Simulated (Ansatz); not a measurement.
Consider the formal exchange of groups at a C–In bond: `C[CH2][InH][SH]` + `[NH2][AlH][OH]` → `C[CH2][Al]([NH2])[OH]` + `[SH][InH2]`.

Gas-phase electronic energies from Ansatz, PBE0-D4/def2-TZVP geometries. CBS: MP2 limit from def2 TZ/QZ plus the TZ coupled-cluster correction, frozen cores. This one scheme is used for every species. Elements past krypton have def2 core potentials. For In outer-core shells are correlated without core-valence functions, which leaves a few kJ/mol of doubt a bond. One conformer a species, not always the lowest.

```csv
species,CCSD(T)/CBS(def2) energy (Eh)
`C[CH2][InH][SH]`,-667.92823
`[NH2][AlH][OH]`,-374.39395
`C[CH2][Al]([NH2])[OH]`,-452.92543
`[SH][InH2]`,-589.39884
```

(1) Work out ΔE.

(2) What do rigid-rotor, harmonic-oscillator terms from PBE0-D4/def2-TZVP frequencies (298.15 K, 1 bar) make of the CCSD(T)/CBS value? (Best estimate.)

Largest T1 diagnostic among the species: 0.014.

Results:

(1) ΔE = (-452.92543) + (-589.39884) − (-667.92823) − (-374.39395) = -0.00209 Eh = -5.5 kJ/mol.

(2) Ansatz gave: ΔZPE = -1.9 kJ/mol, ΔH = -7.0 kJ/mol, ΔS = 4 J/(mol·K), ΔG = -8.1 kJ/mol. Modes under 50 cm⁻¹ make the entropy rough.

In def2-TZVPP, CCSD(T) changes the Hartree–Fock value by +10.0 kJ/mol (the triples alone add +1.8 kJ/mol) and MP2 by +15.8 kJ/mol. At CCSD(T), def2-SVP lies −7.7 kJ/mol from the extrapolated value and def2-TZVPP −2.6 kJ/mol. Leaving LDA and LC-ωPBE aside and taking each functional with its dispersion term where it has one, the values, not all of them listed here, spread over 5.7 kJ/mol, from r2SCAN0-D4 to B2PLYP.
